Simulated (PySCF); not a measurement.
**S¹³⁺: ionisation energy**

S¹³⁺ [He] 2s1 [2s1/2^1, M_J = 1/2] → S¹⁴⁺ 1s2, as a difference of total energies. Calculation: PySCF 2.14, in an uncontracted even-tempered set (17 s from 2.3 bohr⁻², ratio 2.4; 10 p from 3 bohr⁻², ratio 2.4; 5 d from 9.2 bohr⁻², ratio 2.6; 4 f from 14 bohr⁻², ratio 2.6); the two-component X2C-1e Hamiltonian. Correlated levels: nothing frozen; the 28 highest virtual spinors dropped. "Screened" scales the spin-orbit matrix elements by Boettger's factors to mimic the two-electron term; Breit and QED terms are absent.

```csv
method,ionisation energy (eV),difference from reference (eV)
GHF (screened spin-orbit),706.97,-0.02
GMP2 (screened spin-orbit),707.12,+0.13
```

Reference: 706.99 eV (theoretical estimate listed by NIST; NIST Atomic Spectra Database, ionization energies).
